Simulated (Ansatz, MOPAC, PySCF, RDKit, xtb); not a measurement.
Complex: H2 (SMILES [H][H]) (first 2 atoms) with CH4S (SMILES CS); geometry from B3LYP-D3(BJ)/def2-TZVP, rigid monomers moved along the line of their centres of mass till H1···S4 is 3.48 Å.
(charge 0, multiplicity 1):
```xyz
8

H      0.0296    -0.3295     0.1544
H      0.3783    -0.1610    -0.4832
C      0.8423     0.7903     3.5321
S     -0.7953    -0.0091     3.5157
H      0.8477     1.6645     4.1796
H      1.5352     0.0523     3.9329
H      1.1599     1.0604     2.5270
H     -1.4837     1.0329     3.0220
```

```csv
level,interaction energy (kcal/mol),"minus CCSD(T)/CBS(aug-cc-pV(D+d)Z, aug-cc-pV(T+d)Z)"
UFF,-0.38,0.22
GFN-FF,-0.27,0.34
AM1,0.04,0.65
PM3,-0.08,0.52
PM7,-0.13,0.48
GFN2-xTB,-0.39,0.22
HF/3-21G (no counterpoise),-0.30,0.30
HF/6-31G*,0.00,0.61
HF/aug-cc-pV(D+d)Z,-0.07,0.54
HF/aug-cc-pV(T+d)Z,-0.07,0.53
PBE/def2-TZVPPD,-0.53,0.07
PBE-D3(BJ)/def2-TZVPPD,-0.86,-0.26
PBE-D4/def2-TZVPPD,-0.85,-0.24
r2SCAN/def2-TZVPPD,-0.33,0.28
r2SCAN-D3(BJ)/def2-TZVPPD,-0.48,0.12
B3LYP/3-21G (no counterpoise),-0.47,0.13
B3LYP/6-31G*,-0.07,0.54
B3LYP/6-31G* (no counterpoise),-0.21,0.39
B3LYP/6-311+G** (no counterpoise),-0.14,0.46
B3LYP/def2-TZVPPD,-0.11,0.49
B3LYP-D3(BJ)/def2-TZVPPD,-0.59,0.01
B3LYP-D4/def2-TZVPPD,-0.56,0.04
PBE0/def2-TZVPPD,-0.45,0.15
PBE0-D3(BJ)/def2-TZVPPD,-0.77,-0.17
PBE0-D4/def2-TZVPPD,-0.75,-0.14
M06-2X/6-31G* (no counterpoise),-0.60,0.00
wB97X-V/def2-TZVPPD,-0.62,-0.01
wB97M-V/def2-TZVPPD,-0.56,0.04
MP2/6-31G*,-0.15,0.45
MP2/6-31G* (no counterpoise),-0.30,0.30
MP2/aug-cc-pV(D+d)Z,-0.50,0.10
MP2/aug-cc-pV(T+d)Z,-0.57,0.03
"MP2/CBS(aug-cc-pV(D+d)Z, aug-cc-pV(T+d)Z)",-0.60,0.01
SCS-MP2/aug-cc-pV(D+d)Z,-0.39,0.22
SCS-MP2/aug-cc-pV(T+d)Z,-0.45,0.16
CCSD/aug-cc-pV(D+d)Z,-0.44,0.16
CCSD/aug-cc-pV(T+d)Z,-0.50,0.10
CCSD(T)/aug-cc-pV(D+d)Z,-0.50,0.11
CCSD(T)/aug-cc-pV(T+d)Z,-0.57,0.03
"CCSD(T)/CBS(aug-cc-pV(D+d)Z, aug-cc-pV(T+d)Z)",-0.60,0.00
```

 The comparison column counts from a level with limits of its own.

The rows run from -0.86 (PBE-D3(BJ)/def2-TZVPPD) to 0.04 kcal/mol (AM1). In aug-cc-pV(T+d)Z the value moves HF -0.07, MP2 -0.57, CCSD -0.50, CCSD(T) -0.57, a shift of -0.50 from HF to CCSD(T). From aug-cc-pV(D+d)Z to aug-cc-pV(T+d)Z CCSD(T) changes by -0.08. The dispersion term adds -0.33 in PBE-D3(BJ), -0.31 in PBE-D4, -0.15 in r2SCAN-D3(BJ). The 6 functionals in def2-TZVPPD without D3 or D4 span 0.51, from wB97X-V to B3LYP.

Interaction energies are E(AB) − E(A) − E(B) at the monomers' geometry in the complex; basis-set methods are counterpoise corrected. Rows marked so take none. RDKit's UFF carries no charges.

Correlated levels freeze the cores. CBS(a, b) extrapolates the correlation energy as X⁻³ and adds the Hartree–Fock energy of set b. Rows in 3-21G, 6-311+G**, 6-31G* carry no dispersion term and start afresh at each structure (6-31G* with six Cartesian d functions). MP2/6-31G* freezes PySCF's default core. The state that AM1, PM3, PM7 reach isn't checked; PM7 holds dispersion and hydrogen-bond terms.

Run with Ansatz (Gaussian basis) for Hartree–Fock, density functionals and correlated methods; MOPAC for AM1, PM3, PM7 (differences of heats of formation); PySCF for 3-21G rows, 6-311+G** rows, 6-31G* rows, the dispersion terms; RDKit for the force fields; xtb for the GFN methods. Each number belongs to the level named beside it.

Ansatz is a quantum-chemistry and plane-wave program.
